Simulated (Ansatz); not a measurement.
Basis-set extrapolation for `CCC(=O)OC(=O)CC` (PBE0-D4/def2-TZVP geometry, frozen core, Ansatz 0.2.0). Multiplicity 1, RHF reference.

```csv
,def2-TZVPP,def2-QZVPP
HF,-457.835038,-457.855657
MP2 correlation,-1.687115,-1.806096
CCSD(T) correlation,-1.807178,not run
```

Energies in hartree. Use E(X) = E(∞) + A·exp(−7.88·√X) for Hartree–Fock and E(X) = E(∞) + B·X^(−2.97) for correlation, with X = 3 and 4, and add CCSD(T) minus MP2 of the smaller set to the MP2 limit.

Question: What is the CCSD(T) energy at the basis-set limit?

Answer: HF limit: -457.855657 + (-0.020619) × 0.13774 = -457.85850. MP2 limit: -1.806096 + (-0.118981) × 0.74074 = -1.89423. Higher-order term: -1.807178 − (-1.687115) = -0.12006. Total: -459.87279 hartree, 144.7 kcal/mol below CCSD(T)/def2-TZVPP.
